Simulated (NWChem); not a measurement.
Program: NWChem. System: bifluoride (HF₂ (-1)), charge -1, spin multiplicity 1, at a geometry optimised with PBE/def2-SVP. Level: RHF/def2-TZVPD.

Job file:

```
start mol
memory heap 200 mb stack 800 mb global 1000 mb
charge -1
geometry units angstroms nocenter noautoz
  F      0.000000     0.000000     1.162433
  H      0.000000     0.000000     0.000000
  F      0.000000     0.000000    -1.162433
  symmetry group D2h
end
basis spherical
  * library def2-tzvpd
end
scf
  rhf
  nopen 0
  maxiter 100
  thresh 1e-7
  semidirect memsize 60000000 filesize 0
end
task scf energy
```

NWChem printed:

```
             Northwest Computational Chemistry Package (NWChem) 7.3.0
             --------------------------------------------------------

                                NWChem Input Module
                                -------------------

 Scaling coordinates for geometry "geometry" by  1.889725989
 (inverse scale =  0.529177249)

 Turning off AUTOSYM since
 SYMMETRY directive was detected!

                             Geometry "geometry" -> ""
                             -------------------------

 Output coordinates in angstroms (scale by  1.889725989 to convert to a.u.)

  No.       Tag          Charge          X              Y              Z
 ---- ---------------- ---------- -------------- -------------- --------------
    1 F                    9.0000     0.00000000     0.00000000     1.16243300
    2 H                    1.0000     0.00000000     0.00000000     0.00000000
    3 F                    9.0000     0.00000000     0.00000000    -1.16243300

 Effective nuclear repulsion energy (a.u.)      26.6310996561

            Nuclear Dipole moment (a.u.)
            ----------------------------
        X                 Y               Z
 ---------------- ---------------- ----------------
     0.0000000000     0.0000000000     0.0000000000

      Symmetry information
      --------------------

 Group name             D2h
 Group number             26
 Group order               8
 No. of unique centers     2

      Symmetry unique atoms

     1    2


 Summary of "ao basis" -> "" (spherical)
 ------------------------------------------------------------------------------
       Tag                 Description            Shells   Functions and Types
 ---------------- ------------------------------  ------  ---------------------
 *                         def2-tzvpd                 on all atoms

 Summary of "ao basis" -> "ao basis" (spherical)
 ------------------------------------------------------------------------------
       Tag                 Description            Shells   Functions and Types
 ---------------- ------------------------------  ------  ---------------------
[...]
     8      0.344651  1 F  py                57     -0.344651  3 F  py
    11      0.300483  1 F  py                60     -0.300483  3 F  py
    14      0.213409  1 F  py                63     -0.213409  3 F  py

 Vector   10  Occ=2.000000D+00  E=-2.853083D-01  Symmetry=b1u
              MO Center=  5.9D-32,  6.7D-32,  1.3D-16, r^2= 1.9D+00
   Bfn.  Coefficient  Atom+Function         Bfn.  Coefficient  Atom+Function
  ----- ------------  ---------------      ----- ------------  ---------------
     9      0.347832  1 F  pz                58      0.347832  3 F  pz
    12      0.303588  1 F  pz                61      0.303588  3 F  pz
    15      0.221586  1 F  pz                64      0.221586  3 F  pz

 Vector   11  Occ=0.000000D+00  E= 2.567421D-01  Symmetry=b1u
              MO Center=  1.2D-33,  4.8D-34, -1.1D-15, r^2= 1.6D+01
   Bfn.  Coefficient  Atom+Function         Bfn.  Coefficient  Atom+Function
  ----- ------------  ---------------      ----- ------------  ---------------
     6      6.977786  1 F  s                 55     -6.977786  3 F  s
    49     -5.192740  2 H  pz                18     -2.351777  1 F  pz
    67     -2.351777  3 F  pz                15     -0.325840  1 F  pz
    64     -0.325840  3 F  pz

 Vector   12  Occ=0.000000D+00  E= 2.947636D-01  Symmetry=b2u
              MO Center=  7.1D-37,  3.1D-34, -1.8D-17, r^2= 1.1D+01
   Bfn.  Coefficient  Atom+Function         Bfn.  Coefficient  Atom+Function
  ----- ------------  ---------------      ----- ------------  ---------------
    48      1.607309  2 H  py                17     -1.228424  1 F  py
    66     -1.228424  3 F  py                30      0.209381  1 F  d -1
    79     -0.209381  3 F  d -1

 Vector   13  Occ=0.000000D+00  E= 2.947636D-01  Symmetry=b3u
              MO Center= -1.8D-33,  4.9D-37, -2.0D-17, r^2= 1.1D+01
   Bfn.  Coefficient  Atom+Function         Bfn.  Coefficient  Atom+Function
  ----- ------------  ---------------      ----- ------------  ---------------
    47      1.607309  2 H  px                16     -1.228424  1 F  px
    65     -1.228424  3 F  px                32     -0.209381  1 F  d  1
    81      0.209381  3 F  d  1

 center of mass
 --------------
 x =   0.00000000 y =   0.00000000 z =   0.00000000

 moments of inertia (a.u.)
 ------------------
         183.349848535344           0.000000000000           0.000000000000
           0.000000000000         183.349848535344           0.000000000000
           0.000000000000           0.000000000000           0.000000000000

  Mulliken analysis of the total density
  --------------------------------------

    Atom       Charge   Shell Charges
 -----------   ------   -------------------------------------------------------
    1 F    9     9.74   0.77  1.20  0.59  0.99  0.40  0.02  2.24  2.27  1.18  0.08  0.00  0.00 -0.00  0.00
    2 H    1     0.52   0.15  0.26  0.03  0.09 -0.01
    3 F    9     9.74   0.77  1.20  0.59  0.99  0.40  0.02  2.24  2.27  1.18  0.08  0.00  0.00 -0.00  0.00

       Multipole analysis of the density wrt the origin
       ------------------------------------------------

     L   x y z        total         open         nuclear
     -   - - -        -----         ----         -------
     0   0 0 0     -1.000000      0.000000     19.000000

     1   1 0 0     -0.000000      0.000000      0.000000
     1   0 1 0      0.000000      0.000000      0.000000
     1   0 0 1      0.000000      0.000000      0.000000

     2   2 0 0     -9.366342      0.000000      0.000000
     2   1 1 0      0.000000      0.000000      0.000000
     2   1 0 1     -0.000000      0.000000      0.000000
     2   0 2 0     -9.366342      0.000000      0.000000
     2   0 1 1     -0.000000      0.000000      0.000000
     2   0 0 2    -16.349688      0.000000     86.857243

 Task  times  cpu:        0.8s     wall:        0.8s

 Total times  cpu:        0.9s     wall:        0.9s
```
